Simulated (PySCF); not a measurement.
C₃H₉FGeSi.
Atom-mapped SMILES: `[CH2:1]=[CH:2][SiH2:3][CH2:4][GeH2:5][F:6]` (hydrogens: H7, H8 on C1; H9 on C2; H10, H11 on Si3; H12, H13 on C4; H14, H15 on Ge5)

A GFN2-xTB structure was refined with PBE0-D3(BJ)/def2-SVP geometry optimisation, gas phase (PySCF 2.14.0). Its GFN2-xTB values:

```tsv
coordinate	GFN2-xTB
C1=C2	1.323 Å
C1–H7	1.078 Å
C1–H8	1.080 Å
C2–Si3	1.883 Å
C2–H9	1.087 Å
Si3–C4	1.910 Å
Si3–H10	1.466 Å
C4–Ge5	1.964 Å
C4–H12	1.089 Å
Ge5–F6	1.754 Å
Ge5–H14	1.512 Å
Ge5–H15	1.509 Å
C1–C2–Si3	125.0°
C2–Si3–C4	107.4°
Si3–C4–Ge5	113.5°
C4–Ge5–F6	106.3°
C1–C2–Si3–C4	139°
C2–Si3–C4–Ge5	60°
Si3–C4–Ge5–F6	49°
```

How do these coordinates change at the PBE0-D3(BJ)/def2-SVP level?

```csv
coordinate,PBE0-D3(BJ)/def2-SVP (Å or °),change
Ge5–H15,1.538,+0.029
Si3–H10,1.494,+0.028
Ge5–H14,1.537,+0.025
C4–Ge5,1.940,-0.024
C1–H7,1.096,+0.018
C1–H8,1.096,+0.016
C1=C2,1.338,+0.015
C2–Si3,1.868,-0.015
Si3–C4,1.895,-0.015
C4–H12,1.102,+0.013
C2–H9,1.098,+0.011
Ge5–F6,1.761,+0.007
C2–Si3–C4,111.2,+3.8
C1–C2–Si3,123.4,-1.6
C4–Ge5–F6,105.0,-1.3
Si3–C4–Ge5,112.9,-0.6
Si3–C4–Ge5–F6,8,-41
C1–C2–Si3–C4,112,-27
C2–Si3–C4–Ge5,55,-5
```

The energy falls by 0.209 eV over 22 energy and gradient evaluations, the largest force component goes from 0.0201 to 2.8e-04 Eh/bohr, and the atoms move by 0.525 Å rms after alignment. Among the bonds, Si3–H10 and Ge5–H15 change most and about equally (+0.028 to +0.029 Å). Bonds longer at the end by more than 0.005 Å: 11 of 14; shorter: 3. Among the dihedrals that turn most is H12–C4–Ge5–H15, from 59° to 14°. Rotational constants go from 3404, 857.1, 826.9 to 3279, 977.2, 875.8 MHz.

The run used 151 basis functions and 152 SCF cycles in all. The run took 4.1 min wall on Arm Neoverse V1, one thread (shared host).

Stationary, but not proved a minimum. One conformer, not necessarily the lowest.
